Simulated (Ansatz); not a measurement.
Reaction (formal exchange of groups at a C–F bond): `F/C=[C](\F)[AlH2]` + SiH₄ → `F/[C]([AlH2])=C\[SiH3]` + H–F

Gas-phase electronic energies from Ansatz, PBE0-D4/def2-TZVP geometries. CCSD(T)/CBS is the MP2 limit (def2-TZVPP, def2-QZVPP) plus CCSD(T) − MP2 in def2-TZVPP, frozen cores. This one scheme is used for every species. Double bonds are as drawn, so ΔE can hold a change between cis and trans. DFT in def2-TZVPP. B3LYP here is the variant with VWN-RPA as its local correlation; programs differ in this.

`F/C=[C](\F)[AlH2]`:

Cartesian coordinates in Å:
```
F -0.856 -0.084 -2.449
C -0.137 0.064 -1.343
C -0.599 -0.189 -0.117
F -1.873 -0.621 0.004
Al 0.555 0.067 1.432
H 0.873 0.413 -1.521
H 0.021 -0.228 2.889
H 2.016 0.579 1.104
```

SiH₄:

Cartesian coordinates in Å:
```
Si 0.000 0.000 0.000
H 0.170 0.327 -1.438
H -0.239 1.249 0.767
H 1.228 -0.664 0.505
H -1.159 -0.912 0.166
```

`F/[C]([AlH2])=C\[SiH3]`:

Cartesian coordinates in Å:
```
F -0.998 -1.405 -0.441
C -0.731 -0.257 0.243
Al -2.070 0.398 1.519
C 0.435 0.342 -0.006
Si 1.699 -0.298 -1.226
H -1.683 1.734 2.274
H -3.426 -0.380 1.751
H 0.627 1.255 0.551
H 1.121 -0.371 -2.593
H 2.171 -1.650 -0.833
H 2.856 0.633 -1.240
```

H–F:

Cartesian coordinates in Å:
```
F 0.198 -0.327 -0.256
H -0.198 0.327 0.256
```

CCSD(T)/CBS gives -95.5 kJ/mol.

Q: Another level gave -68.0 kJ/mol. Which?
A. MP2/def2-TZVPP
B. SCS-MP2/def2-TZVPP
C. B3LYP-D4/def2-TZVPP
D. HF/def2-TZVPP

A: D. HF/def2-TZVPP -68.0, SCS-MP2/def2-TZVPP -91.3, MP2/def2-TZVPP -101.9, B3LYP-D4 -78.8 kJ/mol.

Largest T1 diagnostic among the species: 0.013.

In def2-TZVPP, CCSD(T) changes the Hartree–Fock value by −21.5 kJ/mol (the triples alone add −2.1 kJ/mol) and MP2 by −33.9 kJ/mol. The D4 term adds −9.0 kJ/mol with B3LYP and −5.0 kJ/mol with PBE0; it sums over pairs of atoms, weighted by their polarisabilities, and B3LYP, whose exchange is more repulsive, gets the larger term.
